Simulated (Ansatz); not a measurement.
Molecule: sum formula SiCl$_{2}$F, net charge 0, doublet state. It need not be the lowest isomer of its formula. SMILES: F[Si](Cl)Cl
Coordinates optimised at B3LYP-D3(BJ)/def2-TZVP (Ansatz, a first-principles code):
```xyz
4

Si    -0.0174    -0.5502     0.2429
F     -0.1716    -1.4749    -1.0483
Cl    -1.6276     0.7247     0.3009
Cl     1.7328     0.5092     0.0540
```
Charge 0, spin multiplicity 2.

Wanted: atomisation energy (electronic, to ground-state atoms), in kcal/mol. Cores are frozen in the correlated levels unless marked. Open shells are spin-unrestricted. Spin-orbit coupling is left out. No relativistic terms. The coupled-cluster limit lacks core correlation, which all-electron functionals hold. CBS(X,Y): correlation extrapolated as X^-3; Hartree-Fock from the larger set. The bracket is a focal-point correction in the basis named.

```csv
level,program,atomisation energy (kcal/mol)
BLYP/def2-TZVPD,Ansatz,307.0
PBE0-D4/def2-TZVP,Ansatz + dftd4,317.8
LC-wPBE-D3(BJ)/def2-TZVPD,Ansatz + dftd3,317.7
B2PLYP-D4/def2-TZVPD,Ansatz + dftd4,313.1
MP2/6-31G,Ansatz,201.0
SCS-MP2/6-31G*,Ansatz,285.8
"RI-MP2/CBS(cc-pV(T+d)Z,cc-pV(Q+d)Z)+[CCSD(T)-MP2]/cc-pV(T+d)Z",Ansatz,318.0
```
